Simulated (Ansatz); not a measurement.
Isolated molecules relaxed with PBE0-D4/def2-TZVP in Ansatz; ΔE leaves out vibrations. CBS: MP2 limit from def2 TZ/QZ plus the TZ coupled-cluster correction, frozen cores. This one scheme is used for every species. DFT in def2-TZVPP. HSE06 is defined as in plane-wave codes. For Ga outer-core shells are correlated without core-valence functions, which leaves a few kJ/mol of doubt a bond. Scalar relativity is left out up to krypton. One conformer a species, not always the lowest.

Consider the silylene formation by 1,1-elimination: `C[SiH2]S[SiH2][GaH2]` → `S[SiH2][GaH2]` + `C[SiH]`.

`C[SiH2]S[SiH2][GaH2]`:

```xyz
14

C    -0.706    1.217    0.723
Si   -1.520    0.610   -0.854
S    -0.117   -0.260   -2.203
Si    0.863   -1.630   -0.857
Ga    1.796   -0.408    1.008
H    -0.509    0.391    1.419
H    -1.371    1.899    1.261
H     0.214    1.768    0.504
H    -2.120    1.749   -1.593
H    -2.589   -0.360   -0.497
H    -0.100   -2.693   -0.449
H     1.915   -2.271   -1.692
H     1.497   -0.825    2.496
H     2.747    0.812    0.732
```

`S[SiH2][GaH2]`:

Cartesian coordinates in Å:
```
S -0.430 -1.492 -1.471
Si 0.924 -0.181 -0.406
Ga -0.632 1.121 0.875
H -0.983 -2.015 -0.364
H 1.943 -0.965 0.347
H 1.617 0.548 -1.500
H -1.404 0.399 2.042
H -1.035 2.585 0.477
```

`C[SiH]`:

Cartesian coordinates in Å:
```
C -0.160 -0.309 -0.398
Si 1.226 0.258 0.758
H -1.005 -0.686 0.193
H 0.147 -1.076 -1.110
H -0.552 0.554 -0.951
H 0.344 1.260 1.508
```

Question: Is it downhill or uphill in electronic energy at CCSD(T)/CBS, and by how much? (Estimate.)

Answer: Computed: Uphill: ΔE = +309.5 kJ/mol.

Question: What do these levels give: LDA (SPW92), PBE-QIDH, HSE06, CCSD/def2-SVP, SCS-MP2/def2-QZVPP, CCSD/CBS(def2)? (Estimate.)

Answer: Computed: LDA (SPW92) 334.0, PBE-QIDH 323.7, HSE06 302.9, CCSD/def2-SVP 275.4, SCS-MP2/def2-QZVPP 312.5, CCSD/CBS(def2) 302.2 kJ/mol.

Largest T1 diagnostic among the species: 0.013.

From PBE to PBE0 (25 % exact exchange), in def2-TZVPP and without D4, ΔE moves by +13.8 kJ/mol. The D4 term adds +29.3 kJ/mol with B3LYP and +16.3 kJ/mol with PBE0; it sums over pairs of atoms, weighted by their polarisabilities, and B3LYP, whose exchange is more repulsive, gets the larger term. At CCSD(T), def2-SVP lies −29.0 kJ/mol from the extrapolated value and def2-TZVPP −9.2 kJ/mol.

B3LYP here is the variant with VWN-RPA as its local correlation; programs differ in this.
